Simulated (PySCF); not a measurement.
**State search for NaAs⁺**

Unrestricted PBE0; basis Na def2-SVP, As def2-SVP; no relativity; PySCF 2.14. Outer shells of the fragments: Na+ closed shells only; As 3d10 4s2 4p3.

Followed along the bond (rough minima from three points):

| 2Ms+1 | unpaired | ⟨S²⟩ at the start | R at minimum (Å) | Te (eV) |
| --- | --- | --- | --- | --- |
| 4 | σ ↑, π ↑↑ | 3.75 | 3.20 | 0.00 |
| 2 | σ ↓, π ↑↑ | 1.76 | 3.27 | 0.70 |
| 2 | σ ↑, π ↑↓ | 1.76 | 3.23 | 0.73 |
| 2 | π ↑ | 0.75 | 3.07 | 1.23 |

Solutions found at the starting distance of 2.850 Å, counted from the lowest of them; the search is not exhaustive and high or unbound solutions are not listed, so other states can lie among these:

| 2Ms+1 | unpaired | term | E (eV) | ⟨S²⟩ | ⟨Lz²⟩ | μ (D) |
| --- | --- | --- | --- | --- | --- | --- |
| 4 | σ ↑, π ↑↑ | ⁴Σ⁻ | 0.00 | 3.75 | 0.00 | -8.43 |
| 2 | σ ↓, π ↑↑ | mixed | 0.72 | 1.76 | 0.00 | -8.36 |
| 2 | σ ↑, π ↑↓ | mixed | 0.73 | 1.76 | 2.01 | -8.37 |
| 2 | π ↑ | ²Π | 1.21 | 0.75 | 1.00 | -7.80 |
| 2 | σ ↑ | mixed | 1.87 | 0.75 | 2.00 | -8.26 |
| 2 | π ↑ | ²Π | 2.46 | 0.75 | 1.01 | -8.52 |
| 4 | σ ↑↑, π ↑ | ⁴Π | 5.95 | 3.75 | 1.00 | 1.81 |
| 4 | π ↑↑↑ | ⁴Π | 8.09 | 3.75 | 1.00 | 2.04 |

A term symbol is given only where ⟨S²⟩ and ⟨Lz²⟩ are close to those of a pure state; real π, δ and φ orbitals otherwise mix terms. A positive dipole points towards As; it is taken about the centre of mass and depends on that origin.

Spin–orbit coupling is left out.
